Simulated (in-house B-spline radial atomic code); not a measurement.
Values are calculated unless marked as measured or tabulated.
# Ge ion on Si atom: potential, deflection and energy transfer

The pair potential comes from two frozen, spherical free-atom densities (PBE, B-spline radial code, scalar-relativistic past argon): electrostatics plus the change in Thomas-Fermi kinetic and Dirac exchange energy where they overlap, the recipe behind the universal ZBL potential, which averages such potentials (from solid-state densities) over many pairs. It is written V = (Z1 Z2 e²/r) φ(r/a), with e² = 14.3996 eV·Å and a = 0.46850 Å/(Z1^0.23 + Z2^0.23); ZBL's fit is φ = 0.18175 e^(−3.1998x) + 0.50986 e^(−0.94229x) + 0.28022 e^(−0.4029x) + 0.02817 e^(−0.20162x). Where φ falls below 4e-4 it is continued as an exponential.

Masses 72.63 and 28.09 u.

```json
{"x = r/a": "0.1", "φ, this pair": "0.8939", "φ, ZBL": "0.8928"}
{"x = r/a": "0.5", "φ, this pair": "0.6273", "φ, ZBL": "0.6096"}
{"x = r/a": "1.5", "φ, this pair": "0.3161", "φ, ZBL": "0.2995"}
{"x = r/a": "3", "φ, this pair": "0.1362", "φ, ZBL": "0.1292"}
{"x = r/a": "5", "φ, this pair": "0.05379", "φ, ZBL": "0.05224"}
{"x = r/a": "8", "φ, this pair": "0.01676", "φ, ZBL": "0.01705"}
{"x = r/a": "12", "φ, this pair": "0.005269", "φ, ZBL": "0.00474"}
{"x = r/a": "17", "φ, this pair": "0.001198", "φ, ZBL": "0.001212"}
```

Question: At x = 5 the electrostatic, kinetic and exchange parts are 46.36, 614.15 and -60.01 eV. Find r, V and φ.

Answer: a = 0.46850/(2.2191 + 1.8349) = 0.11556 Å, so r = 0.57782 Å. V = 46.36 + 614.15 + (-60.01) = 600.50 eV. The bare repulsion is 32 × 14 × 14.3996/0.57782 = 11164 eV, so φ = 0.0538, +3.0 % against ZBL's 0.0522. The kinetic (Pauli) term is 102 % of V here, as the other two terms together attract.

Question: The ion comes in at 2.002 keV with impact parameter 0.5778 Å. The scattering integral gives a centre-of-mass angle of 53.34° and a closest approach of 6.58 a. What are the reduced energy, the energy passed on and the laboratory angles?

Answer: ε = E a M2/(Z1 Z2 e² (M1 + M2)) = 2002 × 4.9961e-06 = 0.01. The most that one collision can pass on is γE with γ = 4 M1 M2/(M1 + M2)² = 0.8044. Here T = γE sin²(θ/2) = 0.8044 × 2002 × 0.2014 = 324.4 eV. The ion turns by arctan(sin θ/(cos θ + M1/M2)) = 14.1°, and the struck atom leaves at (180° − θ)/2 = 63.3°. The closest approach is 0.760 Å. With ZBL the angle would be 53.59° and T = 327.2 eV.
